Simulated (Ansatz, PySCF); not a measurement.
Gas-phase reaction (SMILES): Br[Se]Br + 2 [H][H] (H2) → 2 Br (HBr) + [SeH2] (H2Se); energy of full hydrogenation.

Structures are relaxed separately at B3LYP-D3(BJ)/def2-TZVP in Ansatz (a first-principles code). Correlated levels leave the core frozen unless marked. Spin-orbit coupling is left out. The frozen core is the preceding noble-gas configuration, with the filled d and f shells of earlier blocks. Non-relativistic. Basis-set limits of correlation are two-point, X^-3; Hartree-Fock from the larger set. Thermal terms are rigid-rotor harmonic-oscillator values from B3LYP-D3(BJ) frequencies (PySCF) at 298.15 K and 1 atm. 1 Eh = 627.5095 kcal/mol.

```
species        E, CCSD(T)/CBS(cc-pVTZ,cc-pVQZ) (Ansatz) (Eh)  E, r2SCAN-D4/def2-TZVPD (Ansatz + dftd4) (Eh)  H - E (Eh)  G - E (Eh)
-------------  ---------------------------------------------  ---------------------------------------------  ----------  ----------
Br[Se]Br                                         -7545.45815                                    -7549.84678     0.00692    -0.02932
[H][H] (H2)                                         -1.17450                                       -1.17100     0.01336    -0.00144
Br (HBr)                                         -2573.28320                                    -2574.74145     0.00927    -0.01328
[SeH2] (H2Se)                                    -2401.27457                                    -2402.73582     0.01725    -0.00763
```

Q: Work out ΔE and ΔH, ΔG, ΔS and the equilibrium constant at 298.15 K at the first level, then ΔH at the second.

A: 
1. ΔE = [2×(-2573.28320) + (-2401.27457)] - [(-7545.45815) + 2×(-1.17450)] = -0.03382 Eh = -21.2 kcal/mol at CCSD(T)/CBS(cc-pVTZ,cc-pVQZ).
2. The terms H - E add up to 0.00215 Eh, so ΔH = (-0.03382 + (0.00215))×627.5095 = -19.9 kcal/mol.
3. The terms G - E add up to -0.00199 Eh, so ΔG = -22.5 kcal/mol, and ΔS = (0.00215 - (-0.00199))×627509.5/298.15 = 8.7 cal/(mol K).
4. log10 K = -ΔG/(RT ln 10) = 16.5, with RT ln 10 = 1.3642 kcal/mol.
5. At r2SCAN-D4/def2-TZVPD the same steps give ΔE = -18.8 and ΔH = -17.4 kcal/mol, a shift of +2.5 from the first level.
6. These values are not checked against measurement here, since the tables used lack a sound gas-phase enthalpy of formation for at least one species.
